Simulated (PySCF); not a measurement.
CH5ClGe, SMILES [CH3][GeH2][Cl], CAM-B3LYP/def2-SVP optimised geometry.

```
8

Ge     0.15    -0.75     0.00
C     -0.59     1.04     0.00
Cl    -0.48    -1.73    -1.84
H      1.68    -0.75     0.00
H     -0.39    -1.60     1.16
H     -1.68     1.00    -0.04
H     -0.28     1.57     0.92
H     -0.22     1.60    -0.87
```

Density from CAM-B3LYP/def2-TZVP (PySCF 2.14.0) at that geometry.

Minimum of the electron density along straight lines between bonded atoms, close to the bond critical point (lines longer than 1.1 times the sum of covalent radii, or with two minima, are not listed):

```
bond     length / Å  ρ at the minimum / e bohr⁻³  ∇²ρ there / e bohr⁻⁵  position (fraction from the first atom)
-------  ----------  ---------------------------  --------------------  ---------------------------------------
Ge1–C2        1.940                        0.133                  0.08                                     0.47
Ge1–Cl3       2.173                        0.100                  0.16                                     0.43
Ge1–H4        1.534                        0.136                  0.05                                     0.59
Ge1–H5        1.534                        0.136                  0.05                                     0.59
C2–H6         1.098                        0.271                 -0.91                                     0.64
C2–H7         1.100                        0.269                 -0.89                                     0.64
C2–H8         1.098                        0.271                 -0.91                                     0.64
```
